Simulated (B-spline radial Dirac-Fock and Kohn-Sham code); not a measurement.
**Cl⁴⁺: photoemission with 200 eV photons**

System: Cl⁴⁺, 1s2 2s2 2p6 3s2 3p1.

The run's input, task.json:

```json
{"items": [{
  "Z": 17,
  "q": 4,
  "cfg": [[1, 0, 2], [2, 0, 2], [2, 1, 6], [3, 0, 2], [3, 1, 1]],
  "A": 35,
  "rrms": 3.3654,
  "do": ["binding", "quiet", "photo", "scan"],
  "hv": [21.22, 40.1, 150, 152.0, 200, 202.0, 466.0, 1486.9, 1910.0, 17479.3, 17900.0, 40000, 53600.0, 80000, 100000, 178000.0]
}]}
```

Launch: `python xray_run.py task.json out`

Level of theory: the independent-particle Dirac-Slater model, thresholds from Dirac-Fock; a radial B-spline solver. The asymmetry parameter β is from the dipole term alone. Kinetic energies are from the vacuum level. Open shells are spread statistically over j, without multiplet splitting.

```
  subshell  electrons  binding (eV)  kinetic (eV)  σ (kb)     β
   M1 (3s)          2         79.59         120.4       ?     ?
M2 (3p1/2)       0.33         66.85         133.1    34.6  1.63
M3 (3p3/2)       0.67         66.66         133.3    69.2  1.63
```

**Question.** What are σ and β for M1 (3s)?

**Answer.** σ = 152 kb, the largest of all subshells and 59 % of the total, and β = 2.00.

Values without a named source are computed, but for edge energies of neutral atoms, which are taken from tables.
